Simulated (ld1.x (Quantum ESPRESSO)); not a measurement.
## Cd, PAW: configuration errors across variants

- Element: Cd
- Generator: ld1.x (Quantum ESPRESSO) 7.5
- Type: PAW
- Functional: PBEsol
- Relativity: scalar-relativistic
- Frozen core: [Kr]
- Valence charge: 12
- Reference configuration: 4d10 5s2 5p0
- Partial waves: 5s (bound): rcut 1.65, rcutus 2.10 bohr; 5s channel at 1.2 Ry: rcut 1.65, rcutus 2.10 bohr; 5p (bound, empty): rcut 2.80, rcutus 3.50 bohr; 5p channel at 4.25 Ry: rcut 2.80, rcutus 3.50 bohr; 4d (bound): rcut 0.90, rcutus 1.20 bohr; 4d channel at 2.35 Ry: rcut 0.90, rcutus 1.20 bohr
- Local potential: all-electron potential smoothed inside 1.10 bohr (lloc = -2)
- Core correction: Bessel-smoothed model core inside 1.00 bohr
- Augmentation charge: PSQ, radius 1.00 bohr

All-electron excitation energies from the reference (eV): (1) 4d10 5s1 5p0 9.308; (2) 4d10 5s0 5p0 26.404; (3) 4d9 5s0 5p0 64.402; (4) 4d10 5s0 5p1 15.157; (5) 4d8 5s0 5p0 118.443; (6) 4d9 5s2 5p0 17.975; (7) 4d10 5s0 5p2 9.766.

The overlap operator is not positive definite (basis up to 400 Ry) in “local potential all-electron potential smoothed inside 1.20 bohr (lloc = -1)”. Such files are unfit for use, however small their errors in these radial tests.

2 further variants failed, have other tests or too few solved ones, and are left out.

A true bound ghost makes a file unfit for plane-wave use even where its test errors are small: the radial tests pick states by their node count and pass the ghost by.

Errors AE − PS in meV (a dash: test not solved or not reliable):

| change | (1) | (2) | (3) | (4) | (5) | (6) | (7) | bound ghosts |
| --- | --- | --- | --- | --- | --- | --- | --- | --- |
| base | -2.5 | -9.7 | -127 | -0.7 | -582 | -65 | -1.9 | s, p |
| waves 5p (bound): rcut 2.80, rcutus 3.68 bohr; 5p channel at 4.25 Ry: rcut 2.80, rcutus 3.68 bohr | -2.5 | -9.7 | -127 | +1.2 | -582 | -65 | -1.4 | p, s |
| wave 5s channel at 1.2 Ry: rcut 1.65, rcutus 2.10 bohr becomes 5s channel at -0.11 Ry: rcut 1.65, rcutus 2.10 bohr | -2.5 | -9.7 | -127 | -0.7 | -582 | -66 | -1.9 | s, p |
| local potential all-electron potential smoothed inside 1.20 bohr (lloc = -1) | -2.4 | -9.4 | -127 | -0.5 | -582 | -65 | -1.6 | s (p not tested, overlap not positive) |
| core correction Bessel-smoothed model core inside 0.78 bohr | -2.5 | -9.7 | -127 | -0.7 | -582 | -65 | -2.0 | s, p |
| local potential all-electron potential smoothed inside 2.68 bohr (lloc = -2) | -2.8 | -12 | -127 | +2.3 | -586 | – | – | s |

Give the same row for: all radii but the core radius scaled by about 1.13 (s 2.38, p 3.96, d 1.36 bohr, rcut 1.88/3.18/1.02); local potential all-electron potential smoothed inside 1.24 bohr (lloc = -2); augmentation PSQ, radius 1.14 bohr.

-2.5, -9.4, -127, +5.1, -582, -67, -0.6; bound ghosts: s.
